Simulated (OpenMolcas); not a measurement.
Ag2+ (d9) in a complex was computed by SS-CASPT2, IPEA 0.5 Eh, imaginary shift 0.1 Eh with the d shell active (OpenMolcas, ANO-RCC-VTZP on the metal). Its lowest spin-free states, and all those of the highest spin:

```tsv
2S+1	Degeneracy	E (cm-1)
2	3	0
2	2	6560
```

**Question.** Is the site octahedral, tetrahedral or cube-like, axial, or of lower symmetry?

**Answer.** The states with 2S+1 = 2 have orbital degeneracies 3, 2. Threefold states need a cubic site. For d9 at this spin an octahedron puts the twofold E below the threefold T2 and a tetrahedron or cube puts the threefold T2 below the twofold E, so the site is a tetrahedron or a cube, which this pattern cannot tell apart. The first gap at this spin, 6560 cm-1, is |10Dq| in ligand-field theory. The run had Ag2+ with 4 ligands (chloride) in tetrahedral coordination (Td) at 2.55 Å. A charge of +0.5 e stands 3.2 Å behind each ligand. Ligand basis ANO-RCC-VTZP.

Roots that are degenerate in the reference are averaged as groups; the widest CASPT2 spread within a group is 160 cm-1 (the 3-fold group of multiplicity 2 near 0 cm-1 above the lowest state of its run). Shifts and gaps below about the spread of the groups concerned are not significant. Over all roots computed the reference weight is 0.70 to 0.71; a low but even weight reflects the number of correlated electrons. An orbital triplet at a regular site is open to Jahn-Teller coupling, which can distort the site and quench the lowest spin-orbit gaps and is left out. Ligand-to-metal charge-transfer states are missing. With one d shell and no ligand orbital active, 10Dq can be off by a tenth or more. No measured value stands beside these numbers; the geometry was imposed, not optimised, and the real ion may take another.
